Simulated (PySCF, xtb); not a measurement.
C₃H₄ClFSi, SMILES C(=C=C(Cl)[SiH3])F.

GFN2-xTB in xtb at its own geometry gives an orbital gap of 4.06 eV and a dipole moment of 2.58 D.

Geometry: B3LYP-D3(BJ)/def2-SVP. This is a generated structure with no PubChem entry under its InChIKey; it may be hypothetical.

Q: What does PySCF with B3LYP/def2-TZVP give? (An estimate is asked for; the answer gives what the named calculation found.)

A: gap 6.09 eV (levels -7.61 and -1.52 eV), dipole 1.61 D.
